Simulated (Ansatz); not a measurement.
```yaml
crystal:
  periodic: [true, true, true]
  atoms:
    - {symbol: F, position_ang: [-0.808450, -1.948914, 1.210287]}
    - {symbol: B, position_ang: [-0.373284, -1.060724, 0.333222]}
    - {symbol: C, position_ang: [0.547352, 0.113179, 0.552429]}
    - {symbol: Al, position_ang: [-0.709280, 0.257168, -1.185137]}
    - {symbol: H, position_ang: [0.995657, 0.643194, -0.231373]}
    - {symbol: H, position_ang: [0.931457, 0.406427, 1.540605]}
    - {symbol: H, position_ang: [-0.542083, 1.431224, -2.185514]}
basis:
  gaussian: {orbitals: aug-pcseg-2}
hamiltonian: {xc: {name: LC-wPBE}}
```

```sh
$ ansatz run in.yaml --threads 2 --pin off --events-out ev --progress --plain --max-ram 4352MiB
```

Output, abridged:

```
Error: YAML parse error: error: line 2 column 3: crystal: missing field `lattice` (a structure is typed as `lattice` and `atoms`, a molecule's as `atoms` in Å alone, or read from a run's directory, `checkpoint`)
 --> <input>:2:3
1 | crystal:
2 |   periodic: [true, true, true]
3 |   atoms:
4 |     - {symbol: F, position_ang: [-0.808450, -1.948914, 1.210287]}
```

Question: Something in this input is off. What?

Answer: The molecule is marked periodic without a cell. The input was rejected before any iteration.
